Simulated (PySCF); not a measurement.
CdClHSe. Atoms are numbered in the order given.

```xyz
4

Cd     0.0023    -0.4715     0.0000
Cl    -0.0042    -2.7774     0.0000
Se     0.0410     1.9942     0.0000
H     -1.4316     2.0450     0.0000
```
Charge 0, spin multiplicity 1.

The structure is a stationary point at B3LYP-D3(BJ)/def2-TZVP. The def2 effective core potentials stand for the cores of Cd; spin–orbit coupling is left out. Other conformers were not sampled.

Method: PySCF with C-PCM-ωB97X/def2-SVP.

The values are the electrostatic part of the solvation free energy, E(continuum) − E(gas) at the gas-phase geometry, in a cavity of scaled van der Waals radii (PySCF's table); cavitation and dispersion terms are not included. A continuum can't describe solvent molecules that bind to the metal. In vacuum the orbital gap is 9.49 eV. The dipole moment in vacuum is 1.46 D.

Question: Estimate the values in water (ε = 78.36), n-hexane (ε = 1.88), 1-octanol (ε = 9.86). (Estimate from the structure and the level; the computed values follow.)

Answer: 
```tsv
solvent	ε	ΔG(elec) (kcal/mol)	dipole (D)	gap (eV)
water	78.36	-16.2	1.42	9.99
n-hexane	1.88	-6.8	1.48	9.69
1-octanol	9.86	-14.4	1.44	9.93
```
